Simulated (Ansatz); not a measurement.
Input file for Ansatz (a quantum-chemistry and plane-wave program): U-wB97X-V/cc-pV(T+d)Z on AlP, 2S+1 = 3, a point of a bond scan (R = 7.113 Å). Files ending in .json are basis or fitting sets from the Basis Set Exchange.

Ansatz 0.2 input:
```yaml
crystal:
  periodic: [false, false, false]
  atoms:
    - {symbol: Al, position_ang: [-0.00000000, -0.00000000, -1.19086169]}
    - {symbol: P, position_ang: [0.00000000, 0.00000000, 5.92255213]}
basis:
  gaussian:
    orbitals: cc-pV_T+d_Z.json
hamiltonian:
  xc: {name: wB97X-V}
magnetization: {spin_polarized: true, initial_magnetization: 2}
```

Program output:

```
WARN ansatz: RAYON_NUM_THREADS=1 ignored (pool sized by the plan → 1); use --threads N
Functional definition: wB97X-V
integrals: 0.02 GiB planned
608 factors; their error is unknown
integrals: 0.06 GiB planned
108 factors; integrals over basis functions are off by at most 1.6e-4 eV
mean field: 0.30 GiB planned
mean field evaluation 1: about -15873.9576 eV, gradient 1.1e1 eV
mean field evaluation 2: about -15805.4267 eV, gradient 3.8e1 eV
mean field evaluation 4: about -15866.2931 eV, gradient 1.8e1 eV
mean field evaluation 8: about -15874.6066 eV, gradient 6.7e0 eV
mean field evaluation 16: about -15877.9161 eV, gradient 2.8e0 eV
mean field evaluation 32: about -15877.9866 eV, gradient 4.0e-4 eV
mean field evaluation 64: about -15878.5659 eV, gradient 3.0e-2 eV
mean field evaluation 96: about -15878.5668 eV, gradient 5.7e-6 eV
mean field -15878.56679338 eV, -583.5265667776 hartree, gradient 5.7e-6 eV, S^2 3.005515; 4 other end points of the search recorded, 0 dependent functions left out
reference -15878.56679461 eV, -583.5265668228 hartree; 15, 13 occupied and 63, 65 virtual orbitals, 608 factors
Total energy: -15878.56679461 eV, -583.5265668228 hartree
```

Self-consistency was reached. Its determinant has ⟨S²⟩ = 3.01, a mixture of spin states.

Cost: around 29 core-seconds (rough).
